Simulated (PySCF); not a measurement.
Task: What does the GFN2-xTB structure of `CCC1=CC=C[C@@H]1CCF` look like in three dimensions?

Result: 
```xyz
23
C9H13F angstrom
C      2.4784   -0.6753   -1.1231
C      1.7765   -0.4563    0.2182
C      0.6406    0.5047    0.1140
C      0.4815    1.6663    0.7666
C     -0.7745    2.2785    0.3826
C     -1.3905    1.4997   -0.5125
C     -0.5447    0.2930   -0.7962
C     -1.2716   -1.0408   -0.5884
C     -1.8407   -1.1842    0.8172
F     -2.9957   -0.4539    0.9561
H      3.3374   -1.3305   -0.9966
H      1.8029   -1.1311   -1.8434
H      2.8253    0.2732   -1.5266
H      1.4117   -1.4203    0.5885
H      2.4956   -0.0732    0.9452
H      1.1660    2.0963    1.4768
H     -1.1299    3.2129    0.7784
H     -2.3411    1.6644   -0.9839
H     -0.2093    0.3339   -1.8391
H     -2.0922   -1.1265   -1.3039
H     -0.5765   -1.8636   -0.7624
H     -1.1418   -0.8156    1.5744
H     -2.1123   -2.2248    1.0272
```

Any rigid rotation of these coordinates is as good. Atoms count from 1 in this order. Of the pairs four or more bonds apart, C3···H22 is among the closest relative to their van der Waals radii: 2.66 Å, 92 % of the sum of Bondi's values. The 9 C–C bonds span 1.337 Å (C5=C6, drawn double) to 1.533 Å (C7–C8, drawn single), a spread of 0.196 Å. The 5-membered ring C3–C4–C5–C6–C7 has internal angles of 102.5° to 109.9° (sum 540°, against 540° for a flat polygon); it is planar, 0.01 Å rms from its mean plane, widest ring torsion 1°.

Bonds between heavy atoms (Å): C1–C2 1.530, C2–C3 1.491, C3=C4 1.342, C4–C5 1.449, C5=C6 1.337, C6–C7 1.501, C7–C8 1.533, C8–C9 1.523, C9–F10 1.374, C3–C7 1.509.

Structure optimised with GFN2-xTB, isolated species.

Point group: C1 (no symmetry element, even within 0.4 Å). GFN2-xTB frequencies: not computed here. The numbers are those of one conformer (C1–C2–C3–C4 -121°, C6–C7–C8–C9 -57°, C7–C8–C9–F10 77°).
